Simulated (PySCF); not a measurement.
Mg(I)(OH) (HIMgO), SMILES [Mg]([I])[OH].

Coordinates come from a r2SCAN-D4/def2-TZVP optimisation. The def2 effective core potentials stand for the cores of I; spin–orbit coupling is left out. The values are those of a single conformer.

The numbers are results of PBE0/def2-TZVPD (PySCF), not measurements.

Gas-phase values at a fixed geometry.

**Question.** Estimate the frontier levels, gap, dipole moment and polarisability. (Estimate from the structure and the level; the computed values follow.)

**Answer.** 
| Property | Result |
|---|---|
| highest occupied level | -7.60 eV |
| lowest empty level | -1.53 eV |
| orbital gap | 6.08 eV |
| dipole moment | 1.60 D |
| quadrupole, principal values (traceless, Buckingham form, about the centre of nuclear charge) | -1.39, 0.70, 0.70 D·Å |
| mean static polarisability | 63.0 bohr³ (9.33 Å³) |
| polarisability, principal values | 56.3, 56.3, 76.3 bohr³ |
